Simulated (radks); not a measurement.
Question: Dipole-allowed excitations along the series with 11 electrons in [Ne] 3s1. Calculated with a radial shooting solver on a logarithmic mesh with Libxc functionals: non-relativistic Kohn-Sham, exchange-only LDA, spin-polarised, spherical densities, point nucleus; open shells are filled with parallel spins first. Time-dependent linear response with the Hartree and adiabatic exchange-only LDA kernel, continuum included through the Sternheimer equations. Lines are the poles of the dipole polarisability below minus the highest occupied eigenvalue, found on a grid refined at the orbital gaps; the lowest seven at most are given, and weak or close lines can be missed. The first line takes the name of the lowest orbital gap if no other gap lies below it; otherwise a line is named after a gap within 0.6 % of it, if that gap stands alone.

| species | -e(HOMO) (eV) | lowest orbital gap (eV) | first line (eV) | f | strongest line (eV) | its f | static alpha (bohr^3) |
|---|---|---|---|---|---|---|---|
| Cu18+ | 647.65 | 3s-3p 38.291 | 40.962 (3s-3p) | 0.302 | the first | 0.302 | 0.1395 |
| Zn19+ | 712.52 | 3s-3p 40.245 | 43.047 (3s-3p) | 0.291 | the first | 0.291 | 0.1214 |
| Ga20+ | 780.43 | 3s-3p 42.199 | 45.130 (3s-3p) | 0.280 | 387.30 (3s-4p) | 0.286 | 0.1063 |
| Ge21+ | 851.36 | 3s-3p 44.152 | 47.214 (3s-3p) | 0.270 | 420.49 (3s-4p) | 0.293 | 0.09364 |
| As22+ | 925.33 | 3s-3p 46.104 | 49.295 (3s-3p) | 0.261 | 454.99 (3s-4p) | 0.299 | 0.08291 |

Estimate the first line of Ni17+, its oscillator strength and the static polarisability.

Answer: 38.875 eV (3s-3p), f = 0.315, alpha = 0.1613 bohr^3.
